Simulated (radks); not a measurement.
Results of a calculation; reference values are marked as such.
Species: Rh20+. Configuration: [Ar] 3d5 4s2 (not the ground configuration). Code: a radial shooting solver on a logarithmic mesh with Libxc functionals. Model: scalar-relativistic Kohn-Sham, r2SCAN, spin-polarised, spherical densities, finite nucleus; open shells are filled with parallel spins first (spin-orbit coupling, left out, can overturn this in heavy ions); meta-GGA in the generalised Kohn-Sham scheme; Fermi nuclear charge, rms radius 4.4945 fm.

Radial electron density D(r) = 4 pi r^2 rho(r):

r (bohr)  D(r) (e/bohr)  spin D(r)
0.002624          5.716   0.000142
0.003336          8.435   0.000208
0.004274          12.38   0.000300
0.005477          17.75   0.000417
0.006963          24.44   0.000548
0.008923          32.74   0.000674
0.01134           41.50   0.000742
0.01454           49.97   0.000709
0.01848           55.77   0.000690
0.02368           57.53    0.00162
0.0301            54.90    0.00723
0.03858           50.40     0.0315
0.04904           49.39      0.112
0.06284           55.82      0.360
0.07989           66.43      0.989
0.1024            71.09       2.46
0.1312            60.99       5.28
0.1668            44.39       9.40
0.2137            37.74       14.0
0.2717            43.22       16.1
0.3482            41.96       13.7
0.4426            26.66       8.07
0.5672            11.52       2.98
0.721             5.741      0.648
0.9239            2.874     0.0359
1.175            0.7680    -0.0148
1.505           0.07091   -0.00255
1.913          0.002097  -0.000106

D(r) has 3 maxima, at r = 0.0229, 0.0984, 0.304 bohr, and minima at 0.0456, 0.209 bohr, inside which lie 2.03, 10.98 electrons.
